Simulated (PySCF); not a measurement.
Al(Me)2(SH) (C2H7AlS), SMILES [CH3][Al]([CH3])[SH].

Coordinates come from a B3LYP-D3(BJ)/def2-SVP optimisation. The structure was generated by enumeration; whether it is a known compound was not checked. Other conformers were not sampled.

Two levels are set side by side: PBE/def2-TZVP (PySCF) and PBE0/def2-TZVP (PySCF). Same geometry, gas phase. Differences are taken from unrounded values.

| quantity | PBE |
|---|---|
| orbital gap (eV) | 5.04 |
| highest occupied level (eV) | -6.27 |
| lowest empty level (eV) | -1.24 |
| dipole moment (D) | 1.59 |
| mean polarisability (bohr³) | 73.5 |

Problem. These are the PBE values. What does PBE0 give? (Estimate from the structure and the level; the computed values follow.)

Solution. 
| quantity | PBE0 | PBE minus PBE0 |
|---|---|---|
| orbital gap (eV) | 6.99 | -1.96 |
| highest occupied level (eV) | -7.46 | 1.19 |
| lowest empty level (eV) | -0.47 | -0.77 |
| dipole moment (D) | 1.68 | -0.09 |
| mean polarisability (bohr³) | 70.7 | 2.8 |

Without exact exchange PBE keeps part of each electron's self-repulsion, which lifts occupied levels and narrows the gap. Loosely held outer electrons make PBE densities more polarisable. Differences between two approximate levels are no errors against the true value.

Rough cost on one machine, each run with all the roots and properties that it gave: PBE0 against PBE within a factor of 2.
